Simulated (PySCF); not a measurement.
This PySCF input asks for the NMR shieldings of C$_{3}$H$_{12}$BOP; the geometry comes from GFN2-xTB.

```python
import basis_set_exchange as bse
import numpy as np
from pyscf import gto, dft
from pyscf.prop import nmr

atoms = """
C     1.658664    0.002979    0.917317
O     0.511437    0.181902    0.121022
B    -0.633542   -0.494487    0.310093
C    -1.845899   -0.133177   -0.652549
C    -0.773111   -1.594607    1.454625
P     1.189466    2.040563   -1.481642
H     2.448270    0.633830    0.503164
H     1.984060   -1.039836    0.904036
H     1.457549    0.300931    1.948894
H    -2.228693    0.857356   -0.413278
H    -2.675586   -0.829138   -0.571993
H    -1.534067   -0.104268   -1.693733
H     0.039733   -2.318190    1.412154
H    -1.706747   -2.145740    1.407123
H    -0.720368   -1.133948    2.440105
H     1.481573    0.906893   -2.221195
H    -0.146811    2.003396   -1.831427
H     1.485313    2.871859   -2.564372
"""
names = dict.fromkeys(["C", "O", "B", "P", "H"], "pcSseg-1")
basis = {el: gto.basis.parse(bse.get_basis(n, elements=[el], fmt="nwchem")) for el, n in names.items()}
mol = gto.M(atom=atoms, basis=basis, charge=0, verbose=0)
mf = dft.RKS(mol, xc="PBE0")
mf.grids.level = 2
mf.grids.alignment = dft.numint.BLKSIZE   # the property module wants whole blocks of grid points
mf.conv_tol = 1e-9
mf.kernel()

calc = nmr.RKS(mf)   # GIAO
C = mf.mo_coeff
Co = C[:, mf.mo_occ > 0]
resp = mf.gen_response(singlet=True, hermi=2)
def vind(x):   # induced exchange potential for any number of trial vectors
    d = np.einsum("pi,xij,qj->xpq", C, 2 * x.reshape(-1, C.shape[1], Co.shape[1]), Co, optimize=True)
    return np.einsum("xpq,pi,qj->xij", resp(d - d.transpose(0, 2, 1)), C, Co, optimize=True).ravel()
mo1, _ = nmr.rhf.solve_mo1(calc, with_cphf=vind)
sigma = calc.kernel(mo1)
for i, s in enumerate(sigma):   # ppm
    w = np.linalg.eigvalsh((s + s.T) / 2)
    print("%2d %-2s iso %8.1f  s11 %8.1f  s22 %8.1f  s33 %8.1f" % (i, mol.atom_pure_symbol(i), w.mean(), *w))
```

Task: What are the results?

Result: 
```
 0 C  iso    133.3  s11    109.8  s22    112.7  s33    177.4
 1 O  iso    151.6  s11    -57.0  s22    186.3  s33    325.5
 2 B  iso     46.7  s11     -2.6  s22     47.6  s33     95.1
 3 C  iso    178.9  s11    171.1  s22    174.0  s33    191.5
 4 C  iso    181.1  s11    172.8  s22    179.6  s33    190.9
 5 P  iso    596.6  s11    552.9  s22    608.7  s33    628.1
 6 H  iso     27.3  s11     22.7  s22     28.6  s33     30.5
 7 H  iso     28.3  s11     24.3  s22     27.0  s33     33.5
 8 H  iso     28.4  s11     24.5  s22     26.5  s33     34.1
 9 H  iso     31.2  s11     27.1  s22     30.4  s33     36.2
10 H  iso     31.2  s11     26.8  s22     29.9  s33     36.8
11 H  iso     31.2  s11     26.3  s22     31.3  s33     36.1
12 H  iso     31.3  s11     26.7  s22     30.5  s33     36.8
13 H  iso     31.1  s11     26.7  s22     29.8  s33     36.7
14 H  iso     31.4  s11     27.3  s22     29.8  s33     37.2
15 H  iso     30.2  s11     25.6  s22     29.3  s33     35.8
16 H  iso     30.0  s11     23.7  s22     29.6  s33     36.7
17 H  iso     30.3  s11     25.2  s22     26.0  s33     39.9
```

These numbers come from an equivalent density-fitted implementation of the same equations, which agrees with the script to about 0.01 ppm for H and up to a few tenths of a ppm for heavy atoms, so last digits may differ.

Size and cost of the density-fitted run: 169 basis functions, 43 s wall time on 1 thread of an Arm Neoverse N1, shared host; peak memory 0.77 GiB.
